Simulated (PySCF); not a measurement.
A run for PySCF: R-HF/STO-3G on H3IS (a complex), monomers drawn apart or pushed together.

```python
from pyscf import gto, scf, dft, mp
from pyscf.data.elements import chemcore

mol = gto.M(
    atom='''
    S    -0.09462111    0.07228081    0.10211770
    H     0.05622807    1.40178412    0.21974022
    H    -1.39045405    0.12642748    0.45124834
    I     0.86653093   -0.23007580    4.46730903
    H     0.58881765   -0.20588928    2.85780822
    ''',
    basis='sto-3g',
    charge=0, spin=0, verbose=3, max_memory=1800)
mf = scf.RHF(mol)
mf.conv_tol = 1e-8
mf.max_cycle = 100
mf.kernel()
if not mf.converged:
    mf = mf.newton().run(mf.mo_coeff, mf.mo_occ)
```

Task: Give the final energy of this run.

Result: -7245.5672 hartree.
